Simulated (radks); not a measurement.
Values are calculated unless marked as measured or tabulated.
Dipole-allowed excitations along the series with 12 electrons in [Ne] 3s2. Level of theory: non-relativistic Kohn-Sham, LB94 model potential, spin-unpolarised, spherical densities, point nucleus (a radial shooting solver on a logarithmic mesh with Libxc functionals). Time-dependent linear response with the Hartree and adiabatic LDA kernel, continuum included through the Sternheimer equations. Lines are the poles of the dipole polarisability below minus the highest occupied eigenvalue, found on a grid refined at the orbital gaps; the lowest seven at most are given, and weak or close lines can be missed. The first line takes the name of the lowest orbital gap if no other gap lies below it; otherwise a line is named after a gap within 0.6 % of it, if that gap stands alone.

species  -e(HOMO) (eV)  lowest orbital gap (eV)  first line (eV)      f  static alpha (bohr^3)
Fe14+           454.35             3s-3p 32.234   40.828 (3s-3p)  0.700                 0.3262
Co15+           509.20             3s-3p 34.220   43.290 (3s-3p)  0.670                 0.2773
Ni16+           567.09             3s-3p 36.204   45.750 (3s-3p)  0.642                 0.2377
Cu17+           628.00             3s-3p 38.187   48.207 (3s-3p)  0.617                 0.2054
Zn18+           691.95             3s-3p 40.169   50.663 (3s-3p)  0.593                 0.1787
Ga19+           758.93             3s-3p 42.151   53.115 (3s-3p)  0.571                 0.1564
